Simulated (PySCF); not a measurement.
Isomers of C6H13PS. Method: PBE0-D3(BJ)/def2-SVP geometry optimisation, gas phase (PySCF). One conformer each; no zero-point energy, no entropy. No frequencies were run at this level. Point groups hold within 0.08 Å.

Task: Order them by energy at this level, lowest first, and give relative energies in kcal/mol.
A. `[CH2:1]=[CH:2][P@@:3]([CH3:4])(=[S:5])[CH:6]([CH3:7])[CH3:8]` with C1–C2–P3–C4 -126°, C2–P3–C6–C7 -64°
B. `[CH3:1][S:2][CH2:3][PH:4][CH:5]1[CH2:6][CH2:7][CH2:8]1` with C1–S2–C3–P4 70°, S2–C3–P4–C5 73°, C3–P4–C5–C6 58°, P4–C5–C6–C7 141°, C5–C6–C7–C8 -18°, C6–C7–C8–C5 18°, P4–C5–C8–C7 -145°

Result: A (0.0), B (31.4).

As drawn, the lower has a C=C bond outside aromatic rings, which the higher lacks; the higher has a four-membered ring, which the lower lacks.

| SMILES | E (Eh) | E rel (kcal/mol) | dipole (D) | point group | A, B, C (MHz) |
| --- | --- | --- | --- | --- | --- |
| C=C[P@@](C)(=S)C(C)C | -975.08853 | 0.0 | 4.35 | C1 | 1605, 1173, 1083 |
| CSCPC1CCC1 | -975.03842 | 31.4 | 0.66 | C1 | 2953, 704.7, 657.9 |

Task: How do the relative energies change in single points at PBE0/pcSseg-1 (no added dispersion term) on the same geometries?

Result: 
```json
{"SMILES": "C=C[P@@](C)(=S)C(C)C", "PBE0-D3(BJ)/def2-SVP (kcal/mol)": "0.0", "PBE0/pcSseg-1 (kcal/mol)": "0.0", "shift": "0.0"}
{"SMILES": "CSCPC1CCC1", "PBE0-D3(BJ)/def2-SVP (kcal/mol)": "31.4", "PBE0/pcSseg-1 (kcal/mol)": "32.3", "shift": "+0.9"}
```

Each column counts from its own lowest isomer. The order is unchanged; the largest shift is 0.9 kcal/mol.
